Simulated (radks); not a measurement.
The titanium ion Ti+, 21 electrons, occupied as [Ar] 3d2 4s1.

Method: scalar-relativistic Kohn-Sham, PBE, spin-polarised, spherical densities, point nucleus; open shells are filled with parallel spins first; computed with a radial shooting solver on a logarithmic mesh with Libxc functionals.

Energy parts (eV):
part                      energy
total                 -23220.713
kinetic                23416.848
electron-nucleus      -55058.976
Hartree                 9559.388
exchange-correlation   -1137.973

Orbitals (lengths in bohr, moments of r in powers of bohr):
orbital,occ.,eigenvalue (eV),<r^4>
1s up,1,-4876.033,0.0001092
1s down,1,-4876.010,0.0001092
2s up,1,-544.2301,0.02752
2s down,1,-543.6490,0.02741
2p up,3,-451.5013,0.02222
2p down,3,-451.0466,0.02210
3s up,1,-70.6174,2.230
3s down,1,-68.7036,2.220
3p up,3,-46.8601,3.406
3p down,3,-44.9291,3.384
3d up,2,-12.1072,22.56
4s up,1,-10.9401,193.4
3d down,0,-10.0992,21.74

The highest occupied level is 4s up at -10.940 eV. Summed over all electrons, <r^2> = 28.68 bohr^2, which gives a Langevin (diamagnetic) susceptibility term of -22.7 x 10^-6 cm^3/mol.
